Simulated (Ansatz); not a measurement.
Input and output for Cd3Te3H12, a cluster cut from wurtzite CdTe (hydrogen-capped).

```yaml
crystal:
  periodic: [false, false, false]
  atoms:
    - {symbol: Cd, position_ang: [-3.412431, -1.962311, 0.084368]}
    - {symbol: Cd, position_ang: [3.402971, -1.972852, 0.082627]}
    - {symbol: Cd, position_ang: [0.006850, 3.934696, 0.082582]}
    - {symbol: Te, position_ang: [-0.005413, -2.552963, -0.043456]}
    - {symbol: Te, position_ang: [-2.207443, 1.279234, -0.047472]}
    - {symbol: Te, position_ang: [2.213840, 1.273756, -0.043131]}
    - {symbol: H, position_ang: [-0.006583, -3.777320, 1.079413]}
    - {symbol: H, position_ang: [-0.003346, -3.649129, -1.292292]}
    - {symbol: H, position_ang: [-3.610920, -2.078290, -1.590163]}
    - {symbol: H, position_ang: [-3.407401, -1.957093, 1.775653]}
    - {symbol: H, position_ang: [-3.156818, 1.831178, -1.294555]}
    - {symbol: H, position_ang: [-3.264598, 1.893198, 1.077385]}
    - {symbol: H, position_ang: [3.596471, -2.083078, -1.592951]}
    - {symbol: H, position_ang: [3.402612, -1.975155, 1.773896]}
    - {symbol: H, position_ang: [3.155374, 1.812224, -1.301979]}
    - {symbol: H, position_ang: [3.283006, 1.891315, 1.068399]}
    - {symbol: H, position_ang: [0.004534, 3.930003, 1.773902]}
    - {symbol: H, position_ang: [0.009316, 4.162577, -1.592236]}
basis:
  gaussian: {orbitals: def2-mTZVP}
hamiltonian: {xc: {name: PBE-QIDH}}
scf: {omitted_lower_state_checks: [starts]}
output: {forces: true}
```

```sh
$ ansatz run in.yaml --threads 4 --pin off --events-out ev --progress --plain --max-ram 4787MiB
```

It prints (some lines left out):

```
Functional definition: PBE-QIDH
2829 factors; integrals over basis functions are off by at most 2.7e-4 eV
mean field evaluation 1: about -35709.6749 eV, gradient 2.0e1 eV
mean field evaluation 2: about -35711.1116 eV, gradient 2.1e1 eV
mean field evaluation 4: about -35712.7888 eV, gradient 3.4e0 eV
mean field evaluation 8: about -35712.8145 eV, gradient 1.6e-1 eV
mean field evaluation 16: about -35712.8145 eV, gradient 5.4e-5 eV
mean field -35712.81454021 eV, -1312.4217273377 hartree, gradient 3.8e-6 eV, S^2 0.000000; 0 other end points of the search recorded, 0 dependent functions left out
12 core orbitals not correlated: weight in the atoms' cores, before any rotation towards them, 1.000 or more for the frozen orbitals, at most 0.000 for the correlated occupied ones
reference -35712.81456860 eV, -1312.4217283810 hartree; 60, 60 occupied and 171, 171 virtual orbitals, 2829 factors
second order -36.10194426 eV of doubles, -0.00000000 eV of singles
Total energy: -35724.84855002 eV, -1312.8639690413 hartree
Atom 0 at    -3.412431    -1.962311     0.084368 Å, force     0.044852     0.026071    -0.006529 eV/Å
Atom 1 at     3.402971    -1.972852     0.082627 Å, force    -0.044560     0.025892    -0.005144 eV/Å
Atom 2 at     0.006850     3.934696     0.082582 Å, force     0.000042    -0.051944    -0.005794 eV/Å
Atom 3 at    -0.005413    -2.552963    -0.043456 Å, force     0.000104    -0.158715    -0.006782 eV/Å
Atom 4 at    -2.207443     1.279234    -0.047472 Å, force    -0.137291     0.079679    -0.006642 eV/Å
Atom 5 at     2.213840     1.273756    -0.043131 Å, force     0.137484     0.078711    -0.007839 eV/Å
Atom 6 at    -0.006583    -3.777320     1.079413 Å, force     0.000146     0.063836    -0.060969 eV/Å
Atom 7 at    -0.003346    -3.649129    -1.292292 Å, force    -0.000563     0.054426     0.069246 eV/Å
Atom 8 at    -3.610920    -2.078290    -1.590163 Å, force    -0.042906    -0.024862    -0.178981 eV/Å
Atom 9 at    -3.407401    -1.957093     1.775653 Å, force    -0.020458    -0.011723     0.183811 eV/Å
Atom 10 at    -3.156818     1.831178    -1.294555 Å, force     0.046932    -0.027599     0.069102 eV/Å
Atom 11 at    -3.264598     1.893198     1.077385 Å, force     0.054919    -0.031908    -0.061071 eV/Å
Atom 12 at     3.596471    -2.083078    -1.592951 Å, force     0.042333    -0.024404    -0.179544 eV/Å
Atom 13 at     3.402612    -1.975155     1.773896 Å, force     0.021385    -0.012152     0.183340 eV/Å
Atom 14 at     3.155374     1.812224    -1.301979 Å, force    -0.046411    -0.026486     0.069820 eV/Å
Atom 15 at     3.283006     1.891315     1.068399 Å, force    -0.055960    -0.032572    -0.060340 eV/Å
Atom 16 at     0.004534     3.930003     1.773902 Å, force    -0.000049     0.024168     0.183534 eV/Å
Atom 17 at     0.009316     4.162577    -1.592236 Å, force     0.000002     0.049584    -0.179217 eV/Å
Dipole moment:     0.000069    -0.000219    -0.073194 e Å
Checks for a lower state left out: starts
```

Run time 60 s (4 threads of Arm Neoverse V1 on a shared host), peak host memory 1.5 GiB.

In the def2 sets Cd, Te take a core potential; there is no spin–orbit coupling. Correlated methods freeze 12 core orbitals; core or outer-core shells of Cd, Te are correlated, in sets that lack core-valence functions.
